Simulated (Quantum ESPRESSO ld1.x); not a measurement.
The numbers below are computed, except where a source is named.
The aim is the strontium ion Sr+ in [Kr] 5s1. This ld1.x (Quantum ESPRESSO 7.5) run was made with `OMP_NUM_THREADS=1 ld1.x < ld1.in > ld1.out`. Can the result be used? Name any fault.

```
 &input
    zed=38.0,
    iswitch=1,
    rel=0,
    lsd=1,
    dft='PW',
    config='[Kr] 5s1 6d-1',
    verbosity='high',
    prefix='ld1',
    max_out_wfc=37,
    file_charge='ld1.rho',
 /
```

Output (excerpt):

```
     Program LD1 v.7.5 starts

     --------------------------- All-electron run ----------------------------

     atomic number is 38.00
     dft =PW   lsd =1 sic =0 latt =0  beta=0.20 tr2=1.0E-14
     Exchange-correlation= PW
                           (   1   4   0   0   0   0   0)
     mesh =1907 r(mesh) = 100.52574 a.u. xmin = -7.00 dx = 0.00800
     1 Ry =  13.60569312 eV

     n l     nl                  e(Ry)          e(Ha)          e(eV)
     1 0     1S 1( 1.00)   -1146.209537948    -573.104768974 -15594.9752280
     2 0     2S 1( 1.00)    -153.451645347     -76.725822673  -2087.8159958
     2 1     2P 1( 3.00)    -139.959920302     -69.979960151  -1904.2517251
     3 0     3S 1( 1.00)     -24.010485786     -12.005242893   -326.6793013
     3 1     3P 1( 3.00)     -19.071047886      -9.535523943   -259.4748251
     4 0     4S 1( 1.00)      -3.374551531      -1.687275765    -45.9131126
     4 1     4P 1( 3.00)      -2.151208329      -1.075604165    -29.2686804
     3 2     3D 1( 5.00)     -10.094321711      -5.047160855   -137.3402435
     5 0     5S 1( 1.00)      -0.641895191      -0.320947596     -8.7334290
     1 0     1S 2( 1.00)   -1146.208297159    -573.104148579 -15594.9583462
     2 0     2S 2( 1.00)    -153.450754161     -76.725377080  -2087.8038706
     2 1     2P 2( 3.00)    -139.959069536     -69.979534768  -1904.2401499
     3 0     3S 2( 1.00)     -24.008979471     -12.004489735   -326.6588069
     3 1     3P 2( 3.00)     -19.069482294      -9.534741147   -259.4535241
     4 0     4S 2( 1.00)      -3.368806018      -1.684403009    -45.8349409
     4 1     4P 2( 3.00)      -2.142498498      -1.071249249    -29.1501771
     3 2     3D 2( 5.00)     -10.092663179      -5.046331590   -137.3176780
     5 0     5S 2( 0.00)      -0.584807250      -0.292403625     -7.9567080

     final scf error:  8.2E-15 reached in  28 iterations

     Etot =   -6258.450880 Ry,   -3129.225440 Ha,  -85150.562095 eV
     Total magnetization:    1.00 Bohr mag.

     Ekin =    6253.586921 Ry,    3126.793461 Ha,   85084.384572 eV
     Encl =  -14913.351025 Ry,   -7456.675512 Ha, -202906.477481 eV
     Eh   =    2600.508395 Ry,    1300.254198 Ha,   35381.719193 eV
     Exc  =    -199.195172 Ry,     -99.597586 Ha,   -2710.188377 eV
```

Answer. Yes, it can be used (harmless). The line at issue: config='[Kr] 5s1 6d-1'. A negative occupation marks a state as unused; the result equals that of the sound run.
